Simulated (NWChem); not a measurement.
A series in which one site is exchanged, each optimised at B3LYP/6-31G* with NWChem, gas phase unless a solvent is named. Pople sets run with spherical d functions. This build's default masses of Se (78.918 u) and Br (79.917 u) are each other's, which moves their modes by up to 0.6 %. Shieldings are non-relativistic GIAO values without spin-orbit effects.

A: [Cl][GaH2] (GaH2Cl; site = H)
B: [Cl][GaH][Cl] (GaHCl2; site = Cl)
C: [Br][GaH][Cl] (GaHBrCl; site = Br)
D: [Cl][GaH][F] (GaHClF; site = F)

Values for A:

- orbital gap (eV), B3LYP/6-31G* = 5.98
- highest harmonic frequency (cm⁻¹), B3LYP/6-31G* = 1989
- static polarisability, CAM-B3LYP/def2-SVPD (bohr³) = 44.3
- Ga absolute shielding, B3LYP/6-31G* (ppm) = 1487.3
- Ga absolute shielding, PBE0/pcSseg-1 (ppm) = 1245.5

Task: How do these values change for the other members?

Result: 
| change from A | B | C | D |
|---|---|---|---|
| orbital gap (eV), B3LYP/6-31G* | +0.74 | +0.18 | +1.12 |
| highest harmonic frequency (cm⁻¹), B3LYP/6-31G* | +23 | +13 | +36 |
| static polarisability, CAM-B3LYP/def2-SVPD (bohr³) | +11.6 | +20.0 | -3.4 |
| Ga absolute shielding, B3LYP/6-31G* (ppm) | +76.4 | +48.9 | +175.7 |
| Ga absolute shielding, PBE0/pcSseg-1 (ppm) | +91.9 | +59.0 | +206.5 |
